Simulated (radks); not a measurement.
Eu40+, 23 electrons, occupied as [Ar] 3d4 5d1 (not the ground configuration). Calculated with a radial shooting solver on a logarithmic mesh with Libxc functionals: scalar-relativistic Kohn-Sham, PBEsol, spin-polarised, spherical densities, finite nucleus; open shells are filled with parallel spins first (spin-orbit coupling, left out, can overturn this in heavy ions); Fermi nuclear charge, rms radius 5.1115 fm.

Unscreened Slater integrals over Kohn-Sham orbitals (eV). They are taken over the spin-up orbitals.

integral    value
F0(5d,5d)  31.851
F2(5d,5d)  16.287
F4(5d,5d)  11.349
F0(5d,3d)  44.179
F2(5d,3d)  9.4068
F4(5d,3d)  4.5532
G0(5d,3d)  2.2851
G2(5d,3d)  3.3985
G4(5d,3d)  2.8441
F0(5d,3p)  43.294
F2(5d,3p)  9.5303
G1(5d,3p)  2.2878
G3(5d,3p)  2.3922
F0(5d,3s)  43.153
G2(5d,3s)  2.4975
F0(3d,3d)  119.21
F2(3d,3d)  61.448
F4(3d,3d)  39.707
F0(3d,3p)  110.55
F2(3d,3p)  53.176
G1(3d,3p)  56.860
G3(3d,3p)  38.013
F0(3d,3s)  109.21
G2(3d,3s)  43.288
F0(3p,3p)  105.50
F2(3p,3p)  52.970
F0(3p,3s)  104.25
G1(3p,3s)  67.774
F0(3s,3s)  103.29

Derived for the open shells (J is the average intra-shell exchange parameter used in DFT+U). 3d: Racah B = F2/49 - 5 F4/441 = 0.8039 eV, C = 35 F4/441 = 3.151 eV, C/B = 3.92, F4/F2 = 0.646, J = (F2 + F4)/14 = 7.225 eV. 5d: Racah B = F2/49 - 5 F4/441 = 0.2037 eV, C = 35 F4/441 = 0.9007 eV, C/B = 4.42, F4/F2 = 0.697, J = (F2 + F4)/14 = 1.974 eV.
